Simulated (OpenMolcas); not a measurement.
# Zr3+: moving or changing the point charges

Zr3+ among 2 point charges of -1.5 e arranged as a linear pair (D∞h), 2.15 Å from the ion.

```json
{
 "Program": "OpenMolcas 26.06",
 "Method": "CASSCF",
 "Basis": "ANO-RCC-VTZP [7s6p4d2f1g]",
 "Scalar Hamiltonian": "DKH2, point nucleus",
 "Active space": "1 electron in 5 orbitals (4d)",
 "State averaging": "2S+1 = 2 even, 5 roots",
 "Spin-orbit coupling": "RASSI with atomic mean-field integrals over the reference wave functions"
}
```

Runs around this geometry, states (labels by Λ). Energies in cm-1 above the lowest state or level, χT in cm3 K/mol.

```json
{"R (Å)": "2.15", "q (e)": "-0.98", "Ground state": "2Δ", "First state of that spin": "2Π 8003", "First gap with spin-orbit (degeneracies)": "957.5 (2, 2)", "χT at 300 K": "0.242"}
{"R (Å)": "2.05", "q (e)": "-1.5", "Ground state": "2Δ", "First state of that spin": "2Σ 13346", "First gap with spin-orbit (degeneracies)": "903.9 (2, 2)", "χT at 300 K": "0.250"}
{"R (Å)": "2.15", "q (e)": "-1.5", "Ground state": "2Δ", "First state of that spin": "2Π 12368", "First gap with spin-orbit (degeneracies)": "918.2 (2, 2)", "χT at 300 K": "0.248"}
{"R (Å)": "2.34", "q (e)": "-1.5", "Ground state": "2Δ", "First state of that spin": "2Π 10016", "First gap with spin-orbit (degeneracies)": "940.5 (2, 2)", "χT at 300 K": "0.245"}
```

Scaling the charges by -0.98 / -1.5 = 0.65 scales the first state of the same spin by 8003 / 12368 = 0.65; with fixed orbitals a first-order splitting would follow the charge.

This is an electrostatic model: the charges have no orbitals. No measured value stands beside these numbers.
